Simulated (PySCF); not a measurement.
Spectra and structures to be paired. Computed with PySCF, TDDFT PBE0/def2-SVPD, vertical, gas phase, core orbitals frozen in the response. Geometries: GFN2-xTB; one conformer of each isolated species. Triplets are in the Tamm–Dancoff approximation. Ions are computed without counter-ions or solvent.

A. `C(CC)CCS`
B. `[SiH3][SiH2][SiH3]`
C. `C=CO[SiH](CCl)CCl`
D. `FC1=CC=C(F)O1`
E. `C[C+]1OCCO1`

Lowest singlet levels (six at most, fewer where fewer were computed) with oscillator strengths:

1. 202 nm (f 0.021); 191 nm (f 0.004); 186 nm (f 0.033); 185 nm (f 0.085); 181 nm (f 0.060); 177 nm (f 0.022); T1 4.39 eV
2. 203 nm (f 0.000); 197 nm (f 0.129); 180 nm (f 0.017); 179 nm (f 0.000); 176 nm (f 0.018); 154 nm (f 0.003); T1 4.01 eV
3. 226 nm (f 0.007); 201 nm (f 0.034); 182 nm (f 0.004); 179 nm (f 0.013); 175 nm (f 0.021); 166 nm (f 0.011); T1 5.05 eV
4. 184 nm (f 0.048); 155 nm (f 0.004); 152 nm (f 0.001); 144 nm (f 0.087); 144 nm (f 0.251); 142 nm (f 0.000); T1 5.53 eV
5. 177 nm (f 0.261); 176 nm (f 0.000); 172 nm (f 0.009); 164 nm (f 0.050); 164 nm (f 0.011); 163 nm (f 0.000); T1 5.88 eV

Question: Match each spectrum to its molecule.

Answer: 1 = C, 2 = D, 3 = A, 4 = E, 5 = B.
- A: S1 at 5.48 eV, HOMO→LUMO (90%); Löwdin shares by element: HOMO sulfur 75%, carbon 10% or more, hydrogen 6% or more; LUMO sulfur 43%, carbon 16% or more, hydrogen 13% or more (atoms not listed hold the other 28%); HOMO -6.74 and LUMO 0.28 eV.
- B: S1 at 6.99 eV, HOMO→LUMO (86%); Löwdin shares by element: HOMO silicon 77%, hydrogen 5% or more (atoms not listed hold the other 18%); LUMO silicon 71%, hydrogen 11% or more (atoms not listed hold the other 19%); HOMO -8.38 and LUMO -0.43 eV; point group C2v, 2 of its 6 listed states under f = 0.0005.
- C: S1 at 6.13 eV, HOMO→LUMO (88%); Löwdin shares by element: HOMO carbon 59% or more, oxygen 22% (atoms not listed hold the other 19%); LUMO chlorine 36%, silicon 11%, carbon 10% or more (atoms not listed hold the other 43%); HOMO -7.36 and LUMO -0.18 eV.
- D: S1 at 6.09 eV, HOMO→LUMO+1 (99%); Löwdin shares by element: HOMO carbon 75% (atoms not listed hold the other 25%); LUMO carbon 53% or more, oxygen 18% (atoms not listed hold the other 29%); HOMO -6.77 and LUMO 0.12 eV; point group C2v, 2 of its 6 listed states under f = 0.0005.
- E: S1 at 6.76 eV, HOMO→LUMO (98%); Löwdin shares by element: HOMO oxygen 41%, carbon 29% or more (atoms not listed hold the other 30%); LUMO carbon 51% or more, oxygen 38%; HOMO -14.63 and LUMO -6.74 eV.
C and D have S1 within 0.04 eV of each other; their strongest listed levels stand at 6.71 eV (f 0.085) and 6.30 eV (f 0.129).
